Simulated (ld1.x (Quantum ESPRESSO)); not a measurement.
**Transferability test, PAW potential for iodine (I)**

```
Element                 : I (Z = 53)
Generator               : ld1.x (Quantum ESPRESSO) 7.5
Type                    : PAW
Functional              : LDA (PZ)
Relativity              : scalar-relativistic
Frozen core             : [Kr] 4d10
Valence charge          : 7
Reference configuration : 5s2 5p5
Partial waves           : 5s (bound): rcut 1.70, rcutus 1.90 bohr; 5s channel at 0.95 Ry: rcut 1.70, rcutus 1.90 bohr; 5p (bound): rcut 1.85, rcutus 2.05 bohr; 5p channel at 4.1 Ry: rcut 1.85, rcutus 2.05 bohr
Local potential         : all-electron potential smoothed inside 1.95 bohr (lloc = -2)
Core correction         : Bessel-smoothed model core, default radius (core density twice the valence density)
Augmentation charge     : PSQ, inside the norm-conserving radii
```

Energies are relative to the spin-unpolarised reference configuration 5s2 5p5; without spin polarisation the order of configurations can differ from experiment. Spin-polarised rows fill each open shell by Hund’s rule, majority spin first. The frozen-core shift is the all-electron ΔE with the core orbitals held at their reference shape minus the fully relaxed ΔE.

Q: Give the all-electron excitation energy and the error of the potential for: 5s2 5p4; 5s2 5p3; 5s2 5p2; 5s2 5p5.3; 5s1 5p6; 5s1 5p5; 5s2 5p1; 5s2 5p5 (spin-polarised); 5s2 5p4 (spin-polarised).

A:

```
   valence configuration  charge  ΔE all-electron (eV)  error AE − PS (meV)  frozen-core shift (meV)
                 5s2 5p4      +1                11.305                 -6.8                     +6.5
                 5s2 5p3      +2                31.369                  -35                      +36
                 5s2 5p2      +3                60.983                 -112                     +116
               5s2 5p5.3    -0.3                -1.829                 +0.3                     -0.2
                 5s1 5p6       0                10.512                 -6.0                     +5.9
                 5s1 5p5      +1                22.374                  -21                      +22
                 5s2 5p1      +4               100.785                 -285                     +295
5s2 5p5 (spin-polarised)       0                -0.121                 -0.7                     +0.7
5s2 5p4 (spin-polarised)      +1                10.743                  -11                      +11
```

A variational frozen-core shift is positive and of second order in the change. This column holds negative values, so the frozen-core run of ld1.x carries numerical noise or an error of first order here, and the column gives no more than the rough size of the effect.
